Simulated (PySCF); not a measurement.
## Shapes and spin states of Sr₃

These are results of PBE0/[Sr def2-TZVP with ECP28], scalar-relativistic core potentials, density fitting, no spin–orbit coupling, PySCF, not measurements.

Relaxations began from a few typed shapes and spin states; open shells are unrestricted. The search is not exhaustive: other isomers or separated fragments can lie lower, and high-lying points may rest on an excited occupation.

(1) Which is the lowest minimum found?
A. triplet C2v: Sr–Sr 3.785 Å, Sr–Sr 4.095 Å (×2); Sr–Sr–Sr 55.1°, Sr–Sr–Sr 62.5° (×2)
B. singlet D∞h: Sr–Sr 4.617 Å (×2); Sr–Sr–Sr 180.0°
C. triplet C2v: Sr–Sr 3.948 Å (×2), Sr–Sr 4.960 Å; Sr–Sr–Sr 51.1° (×2), Sr–Sr–Sr 77.8°
D. singlet D3h: Sr–Sr 4.320 Å (×3); Sr–Sr–Sr 60.0° (×3)

Results:

(1) D. The others lie at 34.0 (singlet D∞h), 54.5 (triplet C2v), 73.4 (triplet C2v) kJ/mol above it.
